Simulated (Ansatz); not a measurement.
Reaction (silylene formation by 1,1-elimination): `C[SiH](F)[SiH2]O` → `C[SiH](O)F` + `[SiH2]`

Gas-phase electronic energies from Ansatz, PBE0-D4/def2-TZVP geometries. CCSD(T)/CBS is the MP2 limit (def2-TZVPP, def2-QZVPP) plus CCSD(T) − MP2 in def2-TZVPP, frozen cores. This one scheme is used for every species. DFT in def2-TZVPP. B3LYP here is the variant with VWN-RPA as its local correlation; programs differ in this. HSE06 is defined as in plane-wave codes. Each species was taken in one conformer, which may not be the lowest.

```json
{"level": "LDA (SPW92)", "ΔE (kJ/mol)": "223.6", "difference from CCSD(T)/CBS": "36.2"}
{"level": "PBE-D4", "ΔE (kJ/mol)": "205.9", "difference from CCSD(T)/CBS": "18.5"}
{"level": "revPBE-D4", "ΔE (kJ/mol)": "199.9", "difference from CCSD(T)/CBS": "12.5"}
{"level": "BLYP-D4", "ΔE (kJ/mol)": "182.3", "difference from CCSD(T)/CBS": "-5.1"}
{"level": "r2SCAN-D4", "ΔE (kJ/mol)": "211.0", "difference from CCSD(T)/CBS": "23.6"}
{"level": "PBE0-D4", "ΔE (kJ/mol)": "208.5", "difference from CCSD(T)/CBS": "21.1"}
{"level": "B3LYP-D4", "ΔE (kJ/mol)": "188.3", "difference from CCSD(T)/CBS": "0.9"}
{"level": "r2SCANh-D4", "ΔE (kJ/mol)": "210.4", "difference from CCSD(T)/CBS": "23.0"}
{"level": "HSE06-D4", "ΔE (kJ/mol)": "208.3", "difference from CCSD(T)/CBS": "20.9"}
{"level": "BHLYP-D4", "ΔE (kJ/mol)": "192.6", "difference from CCSD(T)/CBS": "5.2"}
{"level": "CAM-B3LYP-D4", "ΔE (kJ/mol)": "191.1", "difference from CCSD(T)/CBS": "3.7"}
{"level": "ωB97X-V", "ΔE (kJ/mol)": "201.3", "difference from CCSD(T)/CBS": "13.9"}
{"level": "ωB97M-V", "ΔE (kJ/mol)": "179.6", "difference from CCSD(T)/CBS": "-7.8"}
{"level": "B2PLYP", "ΔE (kJ/mol)": "182.5", "difference from CCSD(T)/CBS": "-4.9"}
{"level": "PBE-QIDH", "ΔE (kJ/mol)": "204.2", "difference from CCSD(T)/CBS": "16.8"}
{"level": "PBE", "ΔE (kJ/mol)": "198.0", "difference from CCSD(T)/CBS": "10.6"}
{"level": "revPBE", "ΔE (kJ/mol)": "185.4", "difference from CCSD(T)/CBS": "-2.0"}
{"level": "BLYP", "ΔE (kJ/mol)": "167.2", "difference from CCSD(T)/CBS": "-20.2"}
{"level": "r2SCAN", "ΔE (kJ/mol)": "208.8", "difference from CCSD(T)/CBS": "21.4"}
{"level": "PBE0", "ΔE (kJ/mol)": "201.5", "difference from CCSD(T)/CBS": "14.1"}
{"level": "B3LYP", "ΔE (kJ/mol)": "175.8", "difference from CCSD(T)/CBS": "-11.6"}
{"level": "r2SCAN0", "ΔE (kJ/mol)": "207.0", "difference from CCSD(T)/CBS": "19.6"}
{"level": "HSE06", "ΔE (kJ/mol)": "201.5", "difference from CCSD(T)/CBS": "14.1"}
{"level": "BHLYP", "ΔE (kJ/mol)": "180.8", "difference from CCSD(T)/CBS": "-6.6"}
{"level": "CAM-B3LYP", "ΔE (kJ/mol)": "183.6", "difference from CCSD(T)/CBS": "-3.8"}
{"level": "LC-ωPBE", "ΔE (kJ/mol)": "209.3", "difference from CCSD(T)/CBS": "21.9"}
{"level": "RPA@PBE/def2-TZVPP", "ΔE (kJ/mol)": "163.4", "difference from CCSD(T)/CBS": "-24.0"}
{"level": "HF/def2-SVP", "ΔE (kJ/mol)": "157.9", "difference from CCSD(T)/CBS": "-29.5"}
{"level": "CCSD/def2-SVP", "ΔE (kJ/mol)": "162.5", "difference from CCSD(T)/CBS": "-24.9"}
{"level": "CCSD(T)/def2-SVP", "ΔE (kJ/mol)": "166.4", "difference from CCSD(T)/CBS": "-21.0"}
{"level": "HF/def2-TZVPP", "ΔE (kJ/mol)": "162.8", "difference from CCSD(T)/CBS": "-24.6"}
{"level": "MP2/def2-TZVPP", "ΔE (kJ/mol)": "193.6", "difference from CCSD(T)/CBS": "6.2"}
{"level": "SCS-MP2/def2-TZVPP", "ΔE (kJ/mol)": "183.6", "difference from CCSD(T)/CBS": "-3.8"}
{"level": "CCSD/def2-TZVPP", "ΔE (kJ/mol)": "174.1", "difference from CCSD(T)/CBS": "-13.3"}
{"level": "CCSD(T)/def2-TZVPP", "ΔE (kJ/mol)": "179.0", "difference from CCSD(T)/CBS": "-8.4"}
{"level": "HF/def2-QZVPP", "ΔE (kJ/mol)": "163.3", "difference from CCSD(T)/CBS": "-24.1"}
{"level": "MP2/def2-QZVPP", "ΔE (kJ/mol)": "198.6", "difference from CCSD(T)/CBS": "11.2"}
{"level": "SCS-MP2/def2-QZVPP", "ΔE (kJ/mol)": "188.7", "difference from CCSD(T)/CBS": "1.3"}
{"level": "MP2/CBS(def2)", "ΔE (kJ/mol)": "202.0", "difference from CCSD(T)/CBS": "14.6"}
{"level": "CCSD/CBS(def2)", "ΔE (kJ/mol)": "182.5", "difference from CCSD(T)/CBS": "-4.9"}
{"level": "CCSD(T)/CBS", "ΔE (kJ/mol)": "187.4", "difference from CCSD(T)/CBS": "0"}
```

Largest T1 diagnostic among the species: 0.014.

In def2-TZVPP, CCSD(T) changes the Hartree–Fock value by +16.2 kJ/mol (the triples alone add +4.9 kJ/mol) and MP2 by +30.8 kJ/mol. From PBE to PBE0 (25 % exact exchange), in def2-TZVPP and without D4, ΔE moves by +3.4 kJ/mol.
